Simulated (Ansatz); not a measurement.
Ag3S⁺, relaxed as a singlet with RKS B3LYP-D4/def2-SVP in Ansatz, starting from the GFN1-xTB geometry. Force threshold 0.02 eV/Å.

In the def2 sets Ag takes a core potential; there is no spin–orbit coupling. The structure comes from a short search, and lower isomers may exist.

Start:

```xyz
4

Ag   -0.1427    1.1760    1.2086
Ag    1.7293   -1.0702    0.7375
Ag   -1.1545    0.6386   -1.8447
S    -0.4321   -0.7444   -0.1013
```

```
step  energy (eV)  largest force component (eV/Å)  SCF passes
   1  -22829.0792                           0.937          16
   2  -22829.2200                           0.242          24
   3  -22829.3043                           0.278          23
   4  -22829.3588                           0.039          24
   5  -22829.3630                           0.006          21
```

Force components are those of the run's own axes.

End:

```xyz
4

Ag   -0.435    1.389    1.528
Ag    1.762   -1.161    0.191
Ag   -0.744    0.399   -1.945
S    -0.583   -0.627    0.225
```

By distances, no bond broke or formed, bridged metal pairs apart. The bond that changes most is Ag3–S4, from 2.34 to 2.41 Å (atoms count from 1). Metal–metal contacts that move far: Ag1–Ag2 2.96 to 3.62 Å. The end is the same structure that another start reached, the lowest one found.

No frequencies were taken in this run, so the end may be a saddle point.

Run time 47 s (4 threads of Intel Xeon on a shared host).
